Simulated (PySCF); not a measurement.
How methods differ on the ionisation energy of C⁺

C⁺ [He] 2s2 2p1 (2P) → C²⁺ [He] 2s2 (1S), as a difference of total energies. All numbers are calculated (PySCF 2.14, the non-relativistic Hamiltonian (point nucleus), in cc-pVTZ (4s3p2d1f, 30 functions)). Correlated levels: valence: 1s2 frozen. The calculations carry no spin-orbit coupling.

```tsv
method	ionisation energy (eV)	error (eV)
UHF	24.146	-0.232
MN15	24.411	+0.033
PBE	24.830	+0.452
MP2 (valence)	24.356	-0.022
SCS-MP2 (valence)	24.316	-0.062
CCSD (valence)	24.191	-0.187
CCSD(T) (valence)	24.222	-0.156
```

Reference: 24.378 eV (measured; NIST levels, between the centres of gravity of the two terms).

Errors of the correlated levels include the incompleteness of this basis and the frozen core.

The coupled-cluster amplitudes are large for C²⁺ (T1 above 0.03 or a double amplitude above 0.15), so a single reference is strained.
